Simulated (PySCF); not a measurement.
## Ir(3+): interval between two levels

Ir(3+) [Xe] 4f14 5d6 [5D4, M_J = 4] → Ir(3+) [Xe] 4f14 5d5 6s1 [7S3, M_J = 3], as a difference of total energies. Calculation: PySCF 2.14, in x2c-TZVPall-2c with one added diffuse shell each of s, p, d type (12s12p11d2f, 117 functions); the two-component X2C-1e Hamiltonian. Correlated levels: [Kr] 4d10 4f14 frozen; the 34 highest virtual spinors dropped. "Screened" scales the spin-orbit matrix elements by Boettger's factors to mimic the two-electron term; Breit and QED terms are absent.

```
                    method  interval between two levels (cm⁻¹)
 GHF (screened spin-orbit)                               29379
GMP2 (screened spin-orbit)                               29461
```

The labels give the starting determinants; with spin-orbit coupling the two ends relaxed to ⟨J²⟩ = 20.04, ⟨L²⟩ = 6.87, ⟨S²⟩ = 5.70 and ⟨J²⟩ = 12.01, ⟨L²⟩ = 0.32, ⟨S²⟩ = 11.68.
